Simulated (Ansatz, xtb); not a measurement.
**B2FH5Si: which of two isomers lies lower**

Structure a is `FBB[SiH3]`, a singlet and structure b is `BB[SiH2]F`, a singlet. Both are isolated molecules in the gas phase, relaxed with B3LYP-D3(BJ)/6-311G**; the shapes shown needn't be the lowest conformers.

a (Å):

```yaml
atoms:
  - { symbol: B, position_ang: [2.3557, 0.0697, -0.2530] }
  - { symbol: B, position_ang: [1.2223, 0.4200, 0.9062] }
  - { symbol: F, position_ang: [3.6738, 0.2157, -0.0914] }
  - { symbol: Si, position_ang: [0.6084, -0.9197, 2.2901] }
  - { symbol: H, position_ang: [1.9972, -0.3865, -1.3092] }
  - { symbol: H, position_ang: [0.6657, 1.4765, 0.9395] }
  - { symbol: H, position_ang: [1.1343, -2.2959, 2.0934] }
  - { symbol: H, position_ang: [1.1077, -0.4151, 3.6022] }
  - { symbol: H, position_ang: [-0.8772, -0.9873, 2.3534] }
```

b (Å):

```yaml
atoms:
  - { symbol: B, position_ang: [0.8645, -1.1691, -1.3184] }
  - { symbol: B, position_ang: [0.3926, -0.8833, 0.1965] }
  - { symbol: F, position_ang: [-0.0259, 2.0445, -0.4463] }
  - { symbol: Si, position_ang: [-0.1405, 0.9662, 0.7740] }
  - { symbol: H, position_ang: [0.0821, -1.4453, -2.1797] }
  - { symbol: H, position_ang: [2.0066, -1.0549, -1.6544] }
  - { symbol: H, position_ang: [0.3224, -1.7035, 1.0630] }
  - { symbol: H, position_ang: [0.7483, 1.4370, 1.8688] }
  - { symbol: H, position_ang: [-1.5522, 0.9698, 1.2400] }
```

Problem. Estimate which is lower in electronic energy at CCSD(T)/def2-TZVP, and by roughly how much.

Solution. Too close to call at this level: CCSD(T)/def2-TZVP gives E(b) − E(a) = −3.67 kJ/mol.

The same difference at several levels:

| level | geometry | E(b) − E(a) (kJ/mol) | departure from the last row (kJ/mol) | job, with rough time for the two |
| --- | --- | --- | --- | --- |
| GFN2-xTB | GFN2-xTB | −53.16 | −49.49 | optimisation, 0.27 s |
| HF/STO-3G | GFN2-xTB | +130.81 | +134.49 | single point, 0.2 s |
| r2SCAN-D4/def2-SVP | GFN2-xTB | +22.63 | +26.31 | single point, 2.4 s |
| B3LYP-D3(BJ)/6-311G** | B3LYP-D3(BJ)/6-311G** | +4.95 | +8.62 | optimisation, 51 s |
| HF/def2-TZVP | B3LYP-D3(BJ)/6-311G** | −5.67 | −2.00 | part of the CCSD(T) run |
| MP2/def2-TZVP | B3LYP-D3(BJ)/6-311G** | −7.38 | −3.70 | part of the CCSD(T) run |
| CCSD(T)/def2-TZVP | B3LYP-D3(BJ)/6-311G** | −3.67 |  | single point, 47 s |

As drawn, b has 1 F–Si, 1 B–H in place of 1 B–F, 1 Si–H.

The largest departure from CCSD(T)/def2-TZVP is that of HF/STO-3G, 134.49 kJ/mol.

With harmonic frequencies from B3LYP-D3(BJ)/6-311G** (ideal gas, rigid rotor, one conformer each, 298.15 K, 1 atm): on the last row, ΔE + ΔZPE = −3.02 kJ/mol. A mode under 50 cm⁻¹ makes harmonic enthalpies and free energies unreliable, so none is given.

The correlated steps freeze 8 core orbitals. Codes used: Ansatz 0.2.0, xtb 6.7.1; the last row on 2 threads of Arm Neoverse V1 on a shared host.
